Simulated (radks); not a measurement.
Q: These are the eigenvalues of the occupied orbitals of an atom or ion with whole-number occupations (hartree). Calculated with a radial shooting solver on a logarithmic mesh with Libxc functionals: scalar-relativistic Kohn-Sham, LDA (Slater exchange, Perdew-Wang correlation), spin-unpolarised, spherical densities, finite nucleus; Fermi nuclear charge, rms radius of each element as measured or else 0.836 A^(1/3) + 0.57 fm.

| orbital | eigenvalue |
|---|---|
| 1s | -1905.690 |
| 2s | -317.6256 |
| 2p | -282.6156 |
| 3s | -72.03619 |
| 3p | -61.23591 |
| 3d | -47.11738 |
| 4s | -15.84850 |
| 4p | -12.27752 |
| 4d | -7.36919 |
| 5s | -3.43345 |
| 5p | -2.51775 |
| 4f | -2.01047 |

Which element is it, and in what charge state? The configuration may be excited.

A: Z = 65, terbium, charge +4: Tb4+ in [Xe] 4f7. The list shows which subshells hold electrons but not how many an open one holds; the 1s level, -1905.7 hartree, gives Z - s = 61.7 by -(Z - s)^2/2, which with screening and relativity narrows Z to a few neighbours, and the depths of the outer levels then fix element, charge and occupations together.
